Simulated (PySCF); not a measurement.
GaF₂Br, SMILES [F][Ga]([F])[Br]. Atoms are numbered in the order given.

```xyz
4

Ga     0.0000     0.0000    -0.7376
F      0.0000    -1.4720    -1.6531
F      0.0000     1.4720    -1.6531
Br     0.0000     0.0000     1.5035
```

Geometry: PBE0-D3(BJ)/def2-SVP. The structure was generated by enumeration; whether it is a known compound was not checked.

Two levels are set side by side: PBE/pcSseg-1 (PySCF) and B3LYP/pcSseg-1 (PySCF). GIAO shifts against CFCl3 (¹⁹F) at the same level; non-relativistic, no solvent, atoms listed together averaged. Without spin–orbit terms, shifts of atoms bonded to Cl or Br come out too high at both levels. Differences are taken from unrounded values.

| quantity | B3LYP |
|---|---|
| δ(¹⁹F) of F2, F3 (ppm) | -141.0 |

Q: What does PBE give, and how far is it from B3LYP? (An estimate is asked for; the answer gives what the named calculation found.)

A: 
```
quantity                   PBE  PBE minus B3LYP
----------------------  ------  ---------------
δ(¹⁹F) of F2, F3 (ppm)  -140.4              0.6
```

Here PBE gives about what the other level gives.

Rough cost on one machine, each run with all the roots and properties that it gave: B3LYP against PBE within a factor of 2.
